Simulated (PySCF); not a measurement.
**Dipole response of Zr⁺ (zirconium, charge +1)**

[Kr] 4d2 5s1, high-spin 4F determinant. Calculation: PySCF 2.14, in x2c-TZVPPall with one added diffuse shell each of s, p, d, f type (9s7p7d3f1g, 95 functions); scalar relativity by spin-free X2C-1e. Coupled (time-dependent) response in atomic units; α is the mean over directions.

```tsv
method	mean α (bohr³)	C₆ (like pair)	S(−4)
CAM-B3LYP	59.35	502.9	2264
```

S(−4) is the Cauchy moment in α(ω) = α(0) + S(−4) ω² + …

Spin-orbit coupling is absent.

α(iu) at CAM-B3LYP:

```csv
u (hartree),α(iu) (bohr³)
0,59.35
0.0500,54.26
0.100,43.70
0.200,26.47
0.300,17.62
0.500,10.17
0.750,6.512
1.00,4.673
1.50,2.796
2.00,1.858
3.00,0.9815
5.00,0.4068
```

A single London oscillator, α(iu) = α/(1 + u²/ω²), gives C₆ = (3/4) ω α². Matching the computed C₆ needs ω = 4 × 502.9 / (3 × 59.35²) = 0.190 hartree.

For an ion, C₆ is the dispersion term alone; charge-induced terms of lower order in 1/R come first.
